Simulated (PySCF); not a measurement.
**Frontier orbitals and the lowest excitations**

Compound: C₅H₉NSi.
Cartesian coordinates in Å at the GFN2-xTB level; atoms count from 1:
```xyz
16
C5H9NSi angstrom
N     -3.149    1.621    0.654
C     -2.474    0.733    0.404
C     -1.607   -0.370    0.081
C     -0.256    0.126   -0.441
C      0.584    0.901    0.596
Si     2.146   -0.095    0.127
C      0.731   -1.012   -0.778
H     -2.100   -0.990   -0.675
H     -1.461   -0.974    0.983
H     -0.427    0.748   -1.323
H      0.584    1.978    0.445
H      0.235    0.723    1.613
H      3.090    0.597   -0.748
H      2.828   -0.823    1.195
H      0.442   -1.948   -0.302
H      0.827   -1.209   -1.843
```

Computed, not measured: TDDFT PBE0/def2-SVPD, vertical, gas phase, core orbitals frozen in the response in PySCF 2.14.0, density-fitted response routines.

Kohn–Sham orbitals with the atoms that hold most of them (Löwdin shares over 4%, at most four atoms; ? is withheld):

```json
{"orbital": "LUMO+2", "ε (eV)": "0.68", "atoms": "Si6 22%, N1 12%, C2 11%, H13 9%"}
{"orbital": "LUMO+1", "ε (eV)": "0.23", "atoms": "Si6 19%, C3 10%, C7 9%, C2 8%"}
{"orbital": "LUMO", "ε (eV)": "-0.01", "atoms": "Si6 37%, H14 13%, H13 12%, C7 10%"}
{"orbital": "HOMO", "ε (eV)": "?", "atoms": "?"}
{"orbital": "HOMO-1", "ε (eV)": "-8.43", "atoms": "?"}
{"orbital": "HOMO-2", "ε (eV)": "-9.27", "atoms": "N1 26%, C2 18%, C4 11%, C3 9%"}
{"orbital": "HOMO-3", "ε (eV)": "-9.42", "atoms": "N1 32%, C2 24%, C3 7%, Si6 6%"}
```

Q: Give the leading atoms of the HOMO.

A: C7 (bonded to C, Si and 2 H) 30%; C5 (bonded to C, Si and 2 H) 25%; Si6 (bonded to 2 C and 2 H) 23%; H16 (bonded to C) 5%. By element: carbon 55% or more, silicon 23%, hydrogen 5% or more.

Q: Give the leading atoms of the HOMO-1.

A: C5 (bonded to C, Si and 2 H) 19%; Si6 (bonded to 2 C and 2 H) 18%; C4 (bonded to 3 C and H) 15%; C7 (bonded to C, Si and 2 H) 12%. By element: carbon 47% or more, silicon 18%.

Q: What is the HOMO energy, and the HOMO–LUMO gap?

A: ε(HOMO) = -8.33 eV; the gap is 8.32 eV (0.3057 hartree).

Q: The HOMO–LUMO gap is 8.32 eV. Where does the response calculation put the lowest singlet, and from which orbitals?

A: S1 is at 7.07 eV (f = 0.0096), 1.25 eV below the gap, made of HOMO-1→LUMO (91%). Its leading pair isn't HOMO and LUMO; the energies of that pair differ by 8.42 eV. 

Q: Give energy, strength and leading configuration of S1, S2, S3 and S4, and follow the Löwdin shares of the leading atoms from the occupied to the empty orbital.

A: 
- S1 (7.07 eV, f 0.0096), HOMO-1→LUMO (91%): C5 19% → at most 11%, Si6 18% → 37%, H14 at most 13% → 13%
- S2 (7.24 eV, f 0.109), HOMO→LUMO (92%): C7 30% → 10%, C5 25% → at most 11%, Si6 23% → 37%, H14 at most 5% → 13%
- S3 (7.34 eV, f 0.031), HOMO→LUMO+1 (93%): C7 30% → 9%, C5 25% → at most 9%, Si6 23% → 19%, C3 at most 5% → 10%
- S4 (7.48 eV, f 0.0034), HOMO-1→LUMO+1 (94%): C5 19% → at most 9%, Si6 18% → 19%, C3 at most 13% → 10%

One conformer stands for the species.
